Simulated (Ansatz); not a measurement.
Relaxation of the cluster Al2Sb2 with RKS r2SCAN-D4/def2-SVP.

```sh
$ ansatz run in.yaml --threads 4 --pin off --events-out ev --progress --plain --max-ram 4787MiB
```

```yaml
crystal:
  periodic: [false, false, false]
  atoms:
    - {symbol: Al, position_ang: [0.431240, 2.143620, 1.082010]}
    - {symbol: Al, position_ang: [-0.427320, -2.143890, -1.083730]}
    - {symbol: Sb, position_ang: [1.293430, -0.127910, -0.251690]}
    - {symbol: Sb, position_ang: [-1.297350, 0.128180, 0.253410]}
basis:
  gaussian: {orbitals: def2-SVP}
hamiltonian: {xc: r2scan, dispersion: d4}
scf: {lower_state_search: "off"}
output: {orbitals: {seedname: orbitals}}
relax: {f_tol: 0.02, max_steps: 100}
```

It took 5 s on 4 threads of Arm Neoverse V1 on a shared host.

Positions (Å) and forces (eV/Å) at steps 1, 2, 3, 4 of 4:

```xyz
4
step=1 energy=-26269.1547 eV
Al    0.431    2.144    1.082    0.095    0.573    0.292
Al   -0.427   -2.144   -1.084   -0.108   -0.568   -0.288
Sb    1.293   -0.128   -0.252    0.469   -0.070   -0.104
Sb   -1.297    0.128    0.253   -0.456    0.065    0.099
4
step=2 energy=-26269.2108 eV
Al    0.447    2.233    1.128   -0.019   -0.083   -0.042
Al   -0.445   -2.233   -1.129    0.015    0.084    0.043
Sb    1.316   -0.132   -0.257   -0.266    0.026    0.051
Sb   -1.318    0.132    0.258    0.270   -0.026   -0.052
4
step=3 energy=-26269.2142 eV
Al    0.445    2.229    1.126   -0.008   -0.034   -0.017
Al   -0.445   -2.229   -1.126    0.006    0.034    0.018
Sb    1.301   -0.131   -0.255    0.108   -0.011   -0.021
Sb   -1.302    0.131    0.255   -0.106    0.011    0.021
4
step=4 energy=-26269.2151 eV
Al    0.444    2.222    1.123   -0.001   -0.003   -0.001
Al   -0.443   -2.222   -1.123    0.000    0.003    0.002
Sb    1.306   -0.131   -0.256    0.001    0.000    0.000
Sb   -1.306    0.131    0.256    0.000    0.000    0.000
```

In the def2 sets Sb takes a core potential; there is no spin–orbit coupling. The structure comes from a short search, and lower isomers may exist.
